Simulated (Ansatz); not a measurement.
The cluster Al₂Cl₆⁺. The state is a doublet with charge 1. Geometry r2SCAN-D4/def2-SVP, that of the neutral singlet.

```tsv
atom	x (Å)	y (Å)	z (Å)
Al1	-1.237	0.447	0.924
Al2	1.233	-0.445	-0.931
Cl3	0.607	1.508	0.085
Cl4	-0.662	-1.477	-0.172
Cl5	1.137	-0.220	-3.003
Cl6	-1.011	0.179	2.981
Cl7	-2.966	1.248	0.074
Cl8	2.898	-1.240	0.042
```

At PBE-D4/def2-TZVP the gap within one spin of the charge 1 doublet nearly closes, so an electron or hole may be smeared out by delocalisation error. The structure comes from a short search, and lower isomers may exist.

Task: Estimate the α-spin orbital energies around the gap (eV) in Ansatz with PBE-D4/def2-TZVP, PBE0-D4/def2-TZVP.

Result: 
| orbital | PBE-D4/def2-TZVP | PBE0-D4/def2-TZVP |
| --- | --- | --- |
| HOMO−5 | -13.10 | -14.60 |
| HOMO−4 | -13.02 | -14.57 |
| HOMO−3 | -12.88 | -14.41 |
| HOMO−2 | -12.86 | -14.37 |
| HOMO−1 | -12.86 | -14.34 |
| HOMO | -12.68 | -14.16 |
| LUMO | -6.23 | -5.33 |
| LUMO+1 | -5.94 | -4.96 |
| LUMO+2 | -5.52 | -4.69 |
| LUMO+3 | -4.60 | -3.72 |
| LUMO+4 | -4.40 | -3.54 |
| LUMO+5 | -4.35 | -3.49 |
| β HOMO | -12.59 | -13.42 |
| β LUMO | -12.48 | -12.63 |
